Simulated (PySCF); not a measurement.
O⁺: ionisation energy

O⁺ [He] 2s2 2p3 (4S) → O²⁺ [He] 2s2 2p2 (3P), as a difference of total energies. Computed with PySCF 2.14 in cc-pVTZ (4s3p2d1f, 30 functions), with no relativity, point nucleus. Correlated levels: valence: 1s2 frozen. The calculations carry no spin-orbit coupling.

```
           method  ionisation energy (eV)  error (eV)
              UHF                  34.568      -0.553
              LDA                  35.578      +0.457
           M06-2X                  35.111      -0.010
    MP2 (valence)                  35.190      +0.069
SCS-MP2 (valence)                  34.934      -0.187
   CCSD (valence)                  35.010      -0.111
CCSD(T) (valence)                  35.018      -0.103
```

Reference: 35.121 eV (measured; NIST Atomic Spectra Database, ionization energies).

Errors of the correlated levels include the incompleteness of this basis and the frozen core.
